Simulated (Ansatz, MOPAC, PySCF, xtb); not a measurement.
Pair of molecules: H4SeSi (SMILES [SiH3][SeH]) (first 6 atoms) with HF (SMILES F); geometry from B3LYP-D3(BJ)/def2-TZVP, rigid monomers moved along the line of their centres of mass till Se2···H8 is 2.12 Å.
(charge 0, multiplicity 1):
```csv
atom,x (Å),y (Å),z (Å)
Si,0.6140,-1.3546,0.8601
Se,-0.4734,0.6838,0.9874
H,0.0502,-2.1599,-0.2427
H,2.0175,-0.9959,0.5795
H,0.4886,-2.0777,2.1396
H,-1.7522,0.0804,1.3975
F,0.7797,0.6744,3.7692
H,0.3287,0.7839,2.9519
```

Interaction energies are E(AB) − E(A) − E(B) at the monomers' geometry in the complex; basis-set methods are counterpoise corrected. Rows marked so take none.

Correlated levels freeze the cores. Filled d and f shells under p-block atoms count as core. Rows in 6-31G* carry no dispersion term and start afresh at each structure (6-31G* with six Cartesian d functions); the Pople sets are all-electron and without relativity. MP2/6-31G* freezes PySCF's default core, which leaves 3d correlated. The state reached by PM6 isn't checked.

Run with Ansatz (Gaussian basis) for Hartree–Fock, density functionals and correlated methods; MOPAC for PM6 (differences of heats of formation); PySCF for 6-31G* rows, the dispersion terms; xtb for the GFN methods. Values without a source in brackets are computed.

| level | interaction energy (kcal/mol) |
|---|---|
| GFN-FF | -3.58 |
| PM6 | 4.91 |
| HF/6-31G* | 1.28 |
| PBE-D4/def2-TZVPPD | -5.93 |
| r2SCAN-D3(BJ)/def2-TZVPPD | -5.53 |
| B3LYP/6-31G* (no counterpoise) | -5.33 |
| PBE0/def2-TZVPPD | -4.70 |
| MP2/6-31G* | 0.06 |
| MP2/def2-SVPD | [?] |

Question: Complete the blanks.

Answer: 
- MP2/def2-SVPD, interaction energy (kcal/mol): -2.61

Ansatz is a quantum-chemistry and plane-wave program.
